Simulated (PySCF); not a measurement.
A structure optimised at B3LYP-D3(BJ)/def2-TZVP, used in a PySCF frequency run:

```xyz
4

Te     0.4891    -0.1984    -0.0157
F     -0.6736    -1.6832    -0.4552
S     -1.1318     1.4719     0.3633
H     -1.2605     1.9174    -0.9016
```
Charge 0, spin multiplicity 1.

Task: Write its SMILES and formula.

Result: F[Te]S, FHSTe

Task: What are its rotational constants (standard atomic weights)?

Result: 8.8689, 3.0371, 2.2978 GHz
